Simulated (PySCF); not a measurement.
Cl$_{2}$Mg, triplet, geometry from GFN2-xTB (such geometries of metal compounds can be far from the true shape) (a higher spin typed on purpose: for a closed-shell molecule this is an excited state); PySCF with HF/STO-3G.

Here is a job for PySCF.
```python
from pyscf import gto, scf

mol = gto.M(
    atom='''
Mg    0.00000000    0.00000000    0.00000000
Cl    0.00000000    0.00000000    2.37515771
Cl   -0.00000000   -0.00000000   -2.37515771
''',
    basis='sto-3g',
    spin=2,
    verbose=4,
)

mf = scf.UHF(mol)
mf.diis = False
mf.max_cycle = 100
mf.kernel()
```

Predict the main parts of the log of this PySCF run.


```
PySCF version 2.14.0

[INPUT] verbose = 4
[INPUT] num. atoms = 3
[INPUT] num. electrons = 46
[INPUT] charge = 0
[INPUT] spin (= nelec alpha-beta = 2S) = 2
[INPUT] symmetry False subgroup None
[INPUT] Mole.unit = angstrom
[INPUT] Symbol           X                Y                Z      unit          X                Y                Z       unit  Magmom
[INPUT]  1 Mg     0.000000000000   0.000000000000   0.000000000000 AA    0.000000000000   0.000000000000   0.000000000000 Bohr   0.0
[INPUT]  2 Cl     0.000000000000   0.000000000000   2.375157710000 AA    0.000000000000   0.000000000000   4.488397574549 Bohr   0.0
[INPUT]  3 Cl     0.000000000000   0.000000000000  -2.375157710000 AA    0.000000000000   0.000000000000  -4.488397574549 Bohr   0.0

nuclear repulsion = 123.095156082625
number of shells = 15
number of NR pGTOs = 81
number of NR cGTOs = 27
basis = sto-3g
ecp = {}

******** <class 'pyscf.scf.uhf.UHF'> ********
method = UHF
initial guess = minao
damping factor = 0
level_shift factor = 0
DIIS disabled
SCF conv_tol = 1e-09
SCF conv_tol_grad = None
SCF max_cycles = 100
direct_scf = True
direct_scf_tol = 1e-13
number electrons alpha = 24  beta = 22
Set gradient conv threshold to 3.16228e-05
init E= -1105.30271636956

cycle= 1 E= -1106.20352765619  delta_E= -0.901  |g|= 0.0761  |ddm|= 1.85
cycle= 2 E= -1106.20973619701  delta_E= -0.00621  |g|= 0.0168  |ddm|= 0.145
cycle= 3 E= -1106.21014077594  delta_E= -0.000405  |g|= 0.00514  |ddm|= 0.0378
cycle= 4 E= -1106.21018377738  delta_E= -4.3e-05  |g|= 0.00187  |ddm|= 0.0124
cycle= 5 E= -1106.21018965092  delta_E= -5.87e-06  |g|= 0.000729  |ddm|= 0.00456
cycle= 6 E= -1106.21019054178  delta_E= -8.91e-07  |g|= 0.000292  |ddm|= 0.00177
cycle= 7 E= -1106.2101906828  delta_E= -1.41e-07  |g|= 0.000118  |ddm|= 0.0007
cycle= 8 E= -1106.21019070555  delta_E= -2.27e-08  |g|= 4.77e-05  |ddm|= 0.00028
cycle= 9 E= -1106.21019070925  delta_E= -3.7e-09  |g|= 1.94e-05  |ddm|= 0.000113
cycle= 10 E= -1106.21019070986  delta_E= -6.06e-10  |g|= 7.85e-06  |ddm|= 4.56e-05
Extra cycle  E= -1106.21019070996  delta_E= -1e-10  |g|= 3.19e-06  |ddm|= 1.84e-05
converged SCF energy = -1106.21019070996  <S^2> = 2.0017607  2S+1 = 3.0011735
```
